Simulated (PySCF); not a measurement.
C₆ coefficients of unlike pairs at r2SCAN0

Calculated with PySCF 2.14 from the dipole response of each species, C₆(A,B) = (3/π) ∫ α_A(iu) α_B(iu) du, in atomic units, from isotropic polarisabilities. For ions this is the dispersion term alone; charge-induced terms of lower order in 1/R come first.

| species | configuration | basis | relativity | α (bohr³) | C₆ (like pair) |
| --- | --- | --- | --- | --- | --- |
| O | [He] 2s2 2p4 (3P) | aug-cc-pVQZ with one added diffuse shell each of s, p, d, f, g type (7s6p5d4f3g) | none | 5.325 | 16.14 |
| Mn⁺ | [Ar] 3d5 4s1 (7S) | def2-TZVPPD (6s6p4d2f1g) | none | 30.92 | 158.3 |
| Re³⁺ | [Xe] 4f14 5d4 (5D) | aug-cc-pVQZ-PP with ECP60MDF (7s7p6d4f3g2h) | core potential | 7.174 | 37.75 |
| Br⁺ | [Ar] 3d10 4s2 4p4 (3P) | aug-cc-pVQZ-PP with one added diffuse shell each of s, p, d, f, g type with ECP10MDF (8s7p6d4f3g) | core potential | 12.36 | 77.63 |

**Question.** Estimate C₆ for Re³⁺ with Mn⁺.

**Answer.** The integral gives 64.18. The combination rule 2 C_A C_B / (C_A α_B/α_A + C_B α_A/α_B) gives 59.93 and the geometric mean 77.30.

No spin-orbit coupling is included.

The other pairs:

```csv
pair,C₆
"Br⁺, Re³⁺",52.81
"Br⁺, O",35.24
"Br⁺, Mn⁺",99.79
"Mn⁺, O",44.39
"Re³⁺, O",24.48
```
